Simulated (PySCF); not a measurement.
# Si⁺: ionisation energy

Si⁺ [Ne] 3s2 3p1 (2P) → Si²⁺ [Ne] 3s2 (1S), as a difference of total energies. All numbers are calculated (PySCF 2.14, scalar relativity by spin-free X2C-1e, in aug-cc-pCVTZ-DK with one added diffuse shell each of s, p, d, f type (9s8p6d4f, 91 functions)). Correlated levels: valence and next inner shell: 1s2 frozen. The calculations carry no spin-orbit coupling.

```csv
method,ionisation energy (eV),plus first-order spin-orbit estimate,error of that sum (eV)
UHF,15.818,15.838,-0.508
MP2 (valence and next inner shell),16.090,16.111,-0.235
SCS-MP2 (valence and next inner shell),16.079,16.099,-0.247
CCSD (valence and next inner shell),16.211,16.232,-0.114
CCSD(T) (valence and next inner shell),16.236,16.256,-0.090
```

Reference: 16.346 eV (measured; NIST Atomic Spectra Database, ionization energies).

A first-order spin-orbit estimate (lowest level to lowest level, LS coupling) adds 0.021 eV.

Errors of the correlated levels include the incompleteness of this basis and the frozen core.
